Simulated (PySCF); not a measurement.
Electron correlation in Hf(62+) (hafnium, charge +62)

Starting occupation: [Ne]. Calculation: PySCF 2.14, in an uncontracted even-tempered set (17 s from 11 bohr⁻², ratio 2.6; 14 p from 14 bohr⁻², ratio 2.6; 6 d from 15 bohr⁻², ratio 2.8; 3 f from 310 bohr⁻², ratio 2.8); X2C-1e with screened-nucleus spin-orbit coupling, Gaussian nucleus. Frozen: 1s2; 8 electrons correlated; the 52 highest virtual spinors left out.

MP2 pair energies summed by pair of shells (mhartree):

```
       pair   energy  share (%)
2p1/2-2p3/2  -106.76       33.1
2p3/2-2p3/2   -99.74       30.9
2p3/2-2s1/2   -50.73       15.7
2p1/2-2s1/2   -27.34        8.5
2p1/2-2p1/2   -24.91        7.7
2s1/2-2s1/2   -13.51        4.2
```

Total MP2 correlation energy: -322.99 mhartree.

The virtual space was cut to 52 spinors, which keep -267.42 of the -322.99 mhartree of MP2 correlation.

```csv
level,correlation energy (mhartree)
CCSD,-268.34
(T),-0.02
CCSD(T),-268.36
```

Diagnostics: T1 = 1.9e-05, largest double amplitude 0.002.

Cost of the coupled-cluster step: about 11 core-seconds, for 8 occupied and 52 virtual spinors.

Iterations:

```
Init t2, MP2 energy = -0.267419133559161
CCSD nocc = 8, nmo = 60
Init t2, MP2 energy = -0.267419133559161
Init E_corr(GCCSD) = -0.267419133559161
cycle = 1  E_corr(GCCSD) = -0.268320649011838  dE = -0.000901515453  norm(t1,t2) = 0.000126597
cycle = 2  E_corr(GCCSD) = -0.268336453785859  dE = -1.5804774e-05  norm(t1,t2) = 2.55068e-06
cycle = 3  E_corr(GCCSD) = -0.2683367036482  dE = -2.49862341e-07  norm(t1,t2) = 6.79864e-08
cycle = 4  E_corr(GCCSD) = -0.268336703177478  dE = 4.70722072e-10  norm(t1,t2) = 3.46412e-10
GCCSD converged
E(GCCSD) = -10416.23294961289  E_corr = -0.2683367031774779
```

The coupled-cluster values are those of the cut space; adding the MP2 remainder, -55.57 mhartree, estimates the full space.

At this charge the one-electron X2C treatment keeps the bare 1/r₁₂, with no two-electron picture change or Breit term. The effect here is smaller than on the frozen 1s shell.
